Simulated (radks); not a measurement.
All-electron atom: Ce II in [Xe] 4f1 5d2.

Method: scalar-relativistic Kohn-Sham, LDA (Slater exchange, VWN5 correlation), spin-polarised, spherical densities, finite nucleus; open shells are filled with parallel spins first (spin-orbit coupling, left out, can overturn this in heavy ions); Fermi nuclear charge, rms radius 4.8771 fm; computed with a radial shooting solver on a logarithmic mesh with Libxc functionals.

Energy parts (hartree):
total: -8853.2828
kinetic: 9380.3818
electron-nucleus: -21442.8117
Hartree: 3411.7474
exchange-correlation: -202.6003

Orbitals (lengths in bohr, moments of r in powers of bohr; r(max) is where P^2 peaks):
orbital,occ.,eigenvalue (hartree),<r^4>,r(max),<r^2>
1s down,1,-1478.389,1.780e-06,0.01576,0.0008221
1s up,1,-1478.388,1.780e-06,0.01576,0.0008221
2s up,1,-236.8744,0.0002938,0.08915,0.01308
2s down,1,-236.8723,0.0002938,0.08915,0.01308
2p up,3,-212.2847,0.0002148,0.07169,0.01042
2p down,3,-212.2831,0.0002148,0.07169,0.01042
3s up,1,-51.10515,0.01197,0.2550,0.08897
3s down,1,-51.09442,0.01197,0.2549,0.08894
3p up,3,-43.28160,0.01250,0.2495,0.08893
3p down,3,-43.27089,0.01249,0.2494,0.08890
3d up,5,-32.13118,0.01037,0.2051,0.07592
3d down,5,-32.12202,0.01036,0.2051,0.07588
4s up,1,-10.45161,0.3065,0.5931,0.4589
4s down,1,-10.42250,0.3064,0.5930,0.4588
4p up,3,-7.89507,0.4024,0.6191,0.5185
4p down,3,-7.86585,0.4021,0.6191,0.5184
4d up,5,-4.21307,0.6746,0.6523,0.6435
4d down,5,-4.18343,0.6734,0.6522,0.6431
5s up,1,-1.65617,9.998,1.369,2.600
5s down,1,-1.61953,9.902,1.368,2.589
5p up,3,-1.02104,19.59,1.547,3.560
5p down,3,-0.98158,19.38,1.544,3.539
4f up,1,-0.36363,8.177,0.7093,1.653
4f down,0,-0.33056,8.005,0.7086,1.630
5d up,2,-0.28762,156.2,2.202,9.321
5d down,0,-0.24655,186.7,2.197,9.949

The highest occupied level is 5d up at -7.827 eV. The configuration is held as typed, so some empty levels lie below it. Spin moment in Bohr magnetons: 3. The electron density at the nucleus is 3.961e+05 e/bohr^3 (large components only).
